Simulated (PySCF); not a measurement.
**Bond length, frequency and bond energy of GeP by level of theory**

State: ²Π (doublet), unpaired electrons π ↑. Set-up: PySCF, scalar-relativistic core potentials, basis sets Ge cc-pVDZ-PP with ECP10, P cc-pV(D+d)Z. De refers to Ge + P in their high-spin ground configurations, without counterpoise correction. The functionals are run spin-unrestricted. A positive dipole means Ge(−)P(+).

| Level | Re (Å) | ωe (cm⁻¹) | De (eV) | μ (D) |
| --- | --- | --- | --- | --- |
| ROHF | 2.123 | 538 | 0.90 | -1.61 |
| ROHF-MP2 | 2.168 | 485 | 2.56 | n/a |
| ROHF-SCS-MP2 | 2.168 | 483 | 2.52 | n/a |
| ROHF-CCSD | 2.169 | 481 | 2.35 | n/a |
| ROHF-CCSD(T) | 2.186 | 459 | 2.59 | n/a |
| PBE | 2.184 | 462 | 3.54 | -1.22 |
| revPBE | 2.191 | 458 | 3.32 | -1.28 |
| PW91 | 2.183 | 462 | 3.57 | -1.21 |
| BLYP | 2.202 | 445 | 3.51 | -1.16 |
| r²SCAN | 2.158 | 486 | 3.28 | -1.22 |
| PBE0 | 2.152 | 495 | 3.21 | -1.33 |
| CAM-B3LYP | 2.138 | 510 | 3.12 | -1.30 |

The bond length runs from 2.123 Å (ROHF) to 2.202 Å (BLYP). De spans 0.90 eV (ROHF, mean field) to 3.57 eV (PW91, GGA). Correlation at CCSD(T) changes the Hartree–Fock bond energy by +1.69 eV; the triples alone change it by +0.24 eV.

Correlated steps freeze 9 core orbitals. Correlated levels converge slowly with the basis: in double zeta they bind strong bonds too weakly, by up to about 1 eV, and carry superposition errors of some tenths. Spin–orbit coupling is left out. The state is the lowest determinant that a PBE0 search found; another state may lie lower at other levels.

The whole job (state search and all levels along the bond) took about 2.1 min on 1 thread of Arm Neoverse V2 (shared host), peak memory 0.54 GiB.
